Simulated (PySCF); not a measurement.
CH13NSi4. Atoms are numbered in the order given.

```xyz
19

N      1.1763    -1.9903     0.8909
Si     0.2457    -0.5310     0.6870
C      1.2370     0.6740    -0.3598
Si     3.0733     0.5634     0.0454
Si    -1.8599    -0.7760    -0.3074
Si    -2.7208     1.3632    -0.6737
H      1.3493    -2.6031     0.1004
H      1.0771    -2.5288     1.7449
H      0.0601     0.0258     2.0611
H      0.8724     1.6998    -0.1771
H      1.0907     0.4723    -1.4351
H      3.6700    -0.6755    -0.5300
H      3.8036     1.7327    -0.5350
H      3.2854     0.5754     1.5223
H     -1.7185    -1.4658    -1.6302
H     -2.8085    -1.5742     0.5302
H     -1.8258     2.0948    -1.6209
H     -4.1010     1.3421    -1.2420
H     -2.7470     2.1191     0.6153
```
Charge 0, spin multiplicity 1.

Geometry: ωB97X-D3(BJ)/def2-SVP. The structure was generated by enumeration; whether it is a known compound was not checked. Other conformers were not sampled.

Calculation: TDA-B3LYP/def2-SVPD run with PySCF.

Vertical excitations. Gas-phase values at a fixed geometry.

Problem. Estimate the UV-visible absorptions. (The exact figures need the calculation; the answer reports its results.)

Solution. 
```
state  energy (eV)  λ (nm)      f                          main pairs
-----  -----------  ------  -----  ----------------------------------
S1            5.44     228  0.063                      HOMO→LUMO 93 %
S2            5.82     213  0.026                    HOMO→LUMO+1 90 %
S3            6.02     206  0.003                    HOMO→LUMO+2 94 %
S4            6.25     198  0.024                    HOMO→LUMO+3 90 %
S5            6.41     193  0.047  HOMO→LUMO+4 77 %, HOMO→LUMO+5 17 %
S6            6.63     187  0.176  HOMO→LUMO+5 73 %, HOMO→LUMO+4 13 %
T1            4.93     252      0                      HOMO→LUMO 95 %
T2            5.40     230      0                    HOMO→LUMO+1 82 %
```
Triplets are in the Tamm–Dancoff approximation.
